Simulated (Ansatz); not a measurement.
Start from `[NH2][Ta](=[O])([F])[F]` and change one atom or group to get `[NH2][Ta]([NH2])(=[O])[F]`.

Ansatz, PBE0-D4/def2-TZVP geometries, multiplicity 1. Each molecule was computed in one conformer, which needn't be the lowest.

Elements past krypton have def2 core potentials.

```csv
property,`[NH2][Ta](=[O])([F])[F]`
HOMO–LUMO gap (PBE0/def2-TZVPP) / eV,7.76
HOMO–LUMO gap (B3LYP/def2-TZVPP) / eV,7.24
LUMO energy (B3LYP/def2-TZVPP) / eV,-1.39
LUMO energy (ωB97M-V/def2-TZVPP) / eV,0.68
"ideal-gas entropy at 298 K and 1 bar (rigid rotor, harmonic PBE0-D4/def2-TZVP) / J/(mol·K)",347
LUMO energy (PBE/def2-TZVPP) / eV,-1.98
```

**Question.** What does the change do to each property? (An estimate is asked.)

**Answer.** Ansatz gave: 
| property | `[NH2][Ta]([NH2])(=[O])[F]` | shift |
| --- | --- | --- |
| HOMO–LUMO gap (PBE0/def2-TZVPP) / eV | 7.49 | -0.27 |
| HOMO–LUMO gap (B3LYP/def2-TZVPP) / eV | 6.98 | -0.26 |
| LUMO energy (B3LYP/def2-TZVPP) / eV | -0.66 | 0.73 |
| LUMO energy (ωB97M-V/def2-TZVPP) / eV | 0.93 | 0.25 |
| ideal-gas entropy at 298 K and 1 bar (rigid rotor, harmonic PBE0-D4/def2-TZVP) / J/(mol·K) | 361 | 14 |
| LUMO energy (PBE/def2-TZVPP) / eV | -1.28 | 0.70 |

With PBE0 the HOMO rises by 0.99 eV and the LUMO rises by 0.72 eV, so the gap narrows by about 0.27 eV. PBE moves the HOMO by 0.93 eV and ωB97M-V by 1.04 eV. The zero-point energy changes by 60.1 kJ/mol with +6 modes.

Positive LUMOs are unbound, so they and the gaps depend on the basis.

B3LYP here is the variant with VWN-RPA as its local correlation; programs differ in this.
